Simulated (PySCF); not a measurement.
4-chlorobut-1-ene (C₄H₇Cl), SMILES C(CCCl)=C.

Geometry optimised at PBE0-D3(BJ)/def2-SVP. One conformer was computed; it need not be the lowest.

Two levels are set side by side: PBE/def2-TZVP (PySCF) and HF/def2-TZVP (PySCF). Same geometry, gas phase. Differences are taken from unrounded values.

| quantity | HF | PBE | PBE minus HF |
|---|---|---|---|
| orbital gap (eV) | 13.71 | 5.33 | -8.38 |
| highest occupied level (eV) | -10.18 | -6.59 | 3.59 |
| lowest empty level (eV) | 3.53 | -1.26 | -4.79 |
| dipole moment (D) | 2.09 | 1.80 | -0.29 |
| mean polarisability (bohr³) | 59.9 | 63.5 | 3.6 |

Without exact exchange PBE keeps part of each electron's self-repulsion, which lifts occupied levels and narrows the gap. Loosely held outer electrons make PBE densities more polarisable. Differences between two approximate levels are no errors against the true value.

Rough cost on one machine, each run with all the roots and properties that it gave: HF against PBE about 1/3.
